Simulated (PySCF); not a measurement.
Gas-phase reaction: NbCl5 + ClO ⇌ NbOCl3 + 3 Cl. Level: ωB97X-V/def2-TZVP†; standard pressure 1 bar.

Computed with PySCF and rigid-rotor harmonic-oscillator thermochemistry at 1 bar. † marks an energy on the PBE0/def2-TZVP geometry and frequencies. Open shells (unrestricted): ClO (multiplicity 2, electronic degeneracy 4), Cl (multiplicity 2, electronic degeneracy 6); the rest are closed-shell singlets. Spin-orbit splitting is ignored; it lowers the true energy and changes the entropy of ClO, Cl. Nb: scalar-relativistic def2 core potential, no spin-orbit coupling. The harmonic model lacks anharmonicity and excited electronic states, which grow with temperature; levels with a mode under 35 cm⁻¹ are left out. Soft modes under 120 cm⁻¹ make the harmonic entropy rough for NbCl5, NbOCl3.

```tsv
T (K)	1000/T (1/K)	log10 K
800	1.2500	-2.20
1000	1.0000	0.68
1200	0.8333	?
1400	0.7143	3.96
1600	0.6250	4.99
1800	0.5556	5.79
```

Task: Fit log10 K = a + b·(1000/T) to the five rows, get the mean ΔH° and ΔS°, and predict log10 K at 1200 K.

Result: Means: 1000/T = 0.8290, log10 K = 2.644. Sums of products about the means: Sxy = -3.86481, Sxx = 0.336002, so b = Sxy/Sxx = -11.50 and a = 2.644 − (-11.50)×0.8290 = 12.18.
ΔH° = −R ln 10 × 1000 K × b = −19.145 × (-11.50) = 220 kJ; ΔS° = R ln 10 × a = 233 J/K. The run's own values go from 220 kJ and 233 J/K at 800 K to 220 kJ and 233 J/K at 1800 K.
Prediction at 1200 K: 12.18 + (-11.50)×0.8333 = 2.60. The computed value is 2.59, 0.01 from the line.
For scale, ΔH°(298 K) is 220 kJ at this level, 234 kJ at ωB97M-V/def2-TZVP†, and runs from 205 to 412 kJ over the 13 levels computed.
